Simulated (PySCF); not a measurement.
An unknown is described by computed data only.

Formula: C5H6N2O.

| Quantity | Value |
| --- | --- |
| 13C NMR | chemical shifts (computed TMS as zero) by class: 171.1 (1 C), 150.4 (1 C), 132.2 (1 C), 119.3 (1 C), 57.0 (1 C) ppm [GIAO PBE0/pcSseg-1] |
| NMR, other nuclei | isotropic shieldings of nuclei other than C and H, by class: -194 (1 N), -131 (1 N), 213 (1 O) ppm [GIAO PBE0/pcSseg-1] |
| UV, strongest line | among the 6 lowest singlet transitions: S4 at 6.16 eV (201 nm, f = 0.109) [TDDFT PBE0/def2-SVPD] |
| Rotational structure | rotational constants A, B, C: 5.297, 1.711, 1.304 GHz [GFN2-xTB] |
| 1H NMR | chemical shifts (computed TMS as zero) by class: 9.18 (1 H), 7.38 (1 H), 6.97 (1 H), 4.41 (3 H) ppm [GIAO PBE0/pcSseg-1] |
| Dipole | 2.62 D [PBE0/def2-SVPD] |

Gas-phase values; electronic properties from PySCF, density fitting. Levels stand in brackets. NMR shifts are as computed; neighbouring signals can stand in another order in a measured spectrum. One conformer (not necessarily the lowest) at the GFN2-xTB geometry, without solvent, vibrations or thermal averaging. NMR classes are plain means over equivalent atoms (diastereotopic ones count apart unless rotation or inversion swaps them), as if these changed places fast.

**Question.** What is the compound? Reason from the data.

**Answer.** Numbering: `[CH3:1][O:2][c:3]1[cH:4][cH:5][cH:6][n:7][n:8]1`. Its formula, C5H6N2O, gives 4 degrees of unsaturation: 1 ring and 3 π bonds in the structure found (Kekulé form). 5 carbons fall into 5 classes; from least to most shielded: aromatic carbon bearing oxygen [C3] (171.1 ppm), aromatic CH next to a ring nitrogen [C6] (150.4 ppm), aromatic CH carbon [C5] (132.2 ppm), aromatic CH carbon [C4] (119.3 ppm), methoxy carbon [C1] (57.0 ppm). Hydrogen classes from least to most shielded: 1 H on an aromatic CH next to a ring nitrogen, C6 (9.18 ppm), 1 H on an aromatic CH carbon, C5 (7.38 ppm), 1 H on an aromatic CH carbon, C4 (6.97 ppm), 3 H on a methoxy carbon, C1 (4.41 ppm). The other shieldings belong to: -194 ppm, pyridine-type nitrogen [N7]; -131 ppm, pyridine-type nitrogen [N8]; 213 ppm, aryl ether oxygen [O2]. The optimised geometry has point group Cs and is an asymmetric top. Structure: `COC1=CC=CN=N1`. Computed isomers that give other values at the same levels: `CCO[C@H]1N=C1C#N` (13C chemical shifts (computed TMS as zero) by class: 180.2 (1 C), 113.6 (1 C), 66.0 (1 C), 64.7 (1 C), 17.2 (1 C) ppm); `C=CCc1ncno1` (13C chemical shifts (computed TMS as zero) by class: 185.0 (1 C), 163.2 (1 C), 141.5 (1 C), 126.4 (1 C), 37.5 (1 C) ppm); `C=C(C#N)C(=O)NC` (13C chemical shifts (computed TMS as zero) by class: 160.2 (1 C), 152.5 (1 C), 122.7 (1 C), 122.4 (1 C), 27.2 (1 C) ppm). The assignments are read from this structure; whether some other isomer fits the data as well wasn't checked.

Shape of the structure used: `[CH3:1][O:2][c:3]1[cH:4][cH:5][cH:6][n:7][n:8]1`: C1–O2–C3–C4 180°.
